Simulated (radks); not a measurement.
Values are calculated unless marked as measured or tabulated.
Task: Coherent X-ray form factor from a spherical all-electron density. Level of theory: scalar-relativistic Kohn-Sham, Slater X-alpha with alpha = 0.773, spin-unpolarised, spherical densities, point nucleus (a radial shooting solver on a logarithmic mesh with Libxc functionals).

| sin(theta)/lambda (1/angstrom) | f0 (electrons) |
|---|---|
| 0.05 | 0.985 |
| 0.1 | 0.942 |
| 0.15 | 0.876 |
| 0.2 | 0.795 |
| 0.25 | 0.707 |
| 0.3 | 0.618 |
| 0.4 | 0.457 |
| 0.5 | 0.329 |
| 0.6 | 0.235 |
| 0.8 | 0.121 |
| 1 | 0.066 |
| 1.25 | 0.033 |
| 1.5 | 0.018 |
| 2 | 0.007 |

The species is in the configuration that NIST lists as its ground one. Which atom or ion scatters so?

Result: The helium ion He+, 1s1. Extrapolating in s^2 from the first two rows gives f0(0) = 1.0, near the electron count 1; among species with that count, the fall with angle is slower the higher Z, and the table is that of Z = 2; from so few rows the species is fixed only to a neighbour or two.
